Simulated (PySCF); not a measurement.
## Electron correlation in Bi²⁺ (bismuth, charge +2)

[Xe] 4f14 5d10 6s2 6p1, 2P determinant. All numbers are calculated (PySCF 2.14, the spin-free X2C one-electron Hamiltonian (Gaussian nucleus), in aug-cc-pwCVTZ-DK3). Frozen: [Xe] 4f14 5d10; 3 electrons correlated.

```csv
level,correlation energy (mhartree)
CCSD,-38.00
(T),-0.40
CCSD(T),-38.40
```

Diagnostics: T1 = 0.0061, D1 = 0.0139, largest double amplitude 0.073.

Spin-orbit coupling, absent here, splits the open shell strongly.

Cost of the coupled-cluster step: about 26 core-seconds, for 3 correlated electrons.
